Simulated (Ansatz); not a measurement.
Reactions of CH8AlBGe (`C[B]([AlH2])[GeH3]`).

Gas-phase electronic energies from Ansatz, PBE0-D4/def2-TZVP geometries. CCSD(T)/CBS is the MP2 limit (def2-TZVPP, def2-QZVPP) plus CCSD(T) − MP2 in def2-TZVPP, frozen cores. This one scheme is used for every species. For Ge outer-core shells are correlated without core-valence functions, which leaves a few kJ/mol of doubt a bond. Scalar relativity is left out up to krypton. One conformer a species, not always the lowest.

Question: Order these by ΔE at CCSD(T)/CBS, lowest first. (Best estimate.)
A. `C[B]([AlH2])[GeH3]` + CH₃OH → `CO[B](C)[AlH2]` + GeH₄
B. `C[B]([AlH2])[GeH3]` + `[GeH3][SiH2][GeH3]` → `[GeH3][SiH2][GeH2][GeH3]` + `C[BH][AlH2]`
C. `C[B]([AlH2])[GeH3]` + `NC1=C[SiH2]1` → `[GeH3][NH]C1=C[SiH2]1` + `C[BH][AlH2]`
D. `C[B]([AlH2])[GeH3]` + `[AlH2][CH2][GeH3]` → `[AlH2][CH]([AlH2])[GeH3]` + `C[BH][GeH3]`
E. `C[B]([AlH2])[GeH3]` + CH₄ → `C[B](C)[AlH2]` + GeH₄
F. `C[B]([AlH2])[GeH3]` + `O=CN[SiH3]` → `O=C[N]([AlH2])[SiH3]` + `C[BH][GeH3]`
G. `C[B]([AlH2])[GeH3]` + H–F → `C[B](F)[GeH3]` + `[AlH3]`
H. `C[B]([AlH2])[GeH3]` + `C[SiH](O)Cl` → `CO[SiH](C)Cl` + `[AlH2][BH][GeH3]`

Answer: G (-163.3 kJ/mol), A (-137.6 kJ/mol), F (-119.5 kJ/mol), D (-61.8 kJ/mol), B (-34.8 kJ/mol), C (-6.4 kJ/mol), E (+7.2 kJ/mol), H (+97.2 kJ/mol).

Largest T1 diagnostic: 0.015, for `O=C[N]([AlH2])[SiH3]`.
